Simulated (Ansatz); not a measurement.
Saddle point of SnH4S, closed shell (SnH₂S ([SH][SnH]) + H₂ → SnH₄S ([SH2][SnH2]); bonds formed: Sn1–H5, S2–H3; bonds broken: H3–H5), PBE0-D4/def2-TZVP structure:

Sn1  (-0.116, 1.288, 0.661)
S2  (0.985, -1.065, -0.061)
H3  (-0.515, -0.516, -0.383)
H4  (0.434, 1.830, -0.931)
H5  (-1.352, 0.185, -0.317)
H6  (0.563, -1.723, 1.031)
(Å)

Energies are electronic, without zero-point energy. Barriers and step energies count from the start structure reached by relaxing down the imaginary mode; all methods use the PBE0-D4 structures, on which another method's saddle can fall below an end. Program: Ansatz 0.2.0. Basis: def2-TZVPP, with def2-QZVPP for the basis limit. Cores are frozen in the correlated methods. Filled d shells of the heavier atoms are correlated. Core potentials replace the inner electrons of the atoms past krypton. The def2 sets are not built for correlating such inner shells, so the correlated values are less sure here. B3LYP uses VWN-RPA correlation. Extrapolation: Hartree–Fock as exp(−7.88 √X), correlation as X^−2.97.

```tsv
method	barrier (kcal/mol)	step energy (kcal/mol)
SPW92	11.76	9.01
PBE-D4	19.18	13.71
BLYP-D4	23.43	15.47
r2SCAN-D4	?	13.26
B97M-V	21.59	11.80
PBE0-D4	?	12.38
B3LYP-D4	?	14.06
r2SCAN0-D4	22.67	12.37
BHLYP-D4	28.00	12.71
CAM-B3LYP-D4	25.26	11.99
wB97X-V	26.01	11.85
wB97M-V	25.82	12.23
B2PLYP	25.80	14.10
PBE-QIDH	24.11	12.35
RPA on PBE	25.85	12.71
HF	36.93	12.22
MP2	25.97	14.58
CCSD	27.88	12.06
CCSD(T)	26.25	12.74
```

Task: Fill in the withheld barriers. (To be estimated.)

Result: The calculation gives: r2SCAN-D4 20.68; B3LYP-D4 24.76; PBE0-D4 21.48 kcal/mol. Each is the energy of the saddle less that of the start structure, by the same method.

For comparison, the barrier by CCSD(T) at an estimated basis limit (MP2 extrapolated from triple and quadruple zeta, plus CCSD(T) − MP2 in triple zeta) is 25.98 kcal/mol.

T1 diagnostic: at most 0.016.

Labels in which every atom is bracketed show which atoms are joined, not bond orders.

For scale, one of the runs: CCSD(T)/def2-TZVPP, 148 basis functions, launched by `ansatz run in.yaml --threads 2 --pin off --events-out ev --progress --plain --max-ram 4352MiB`. Time: 18 s of wall clock on 2 CPU threads of an Arm Neoverse V2; the host was shared. Peak host memory: 0.99 GiB.
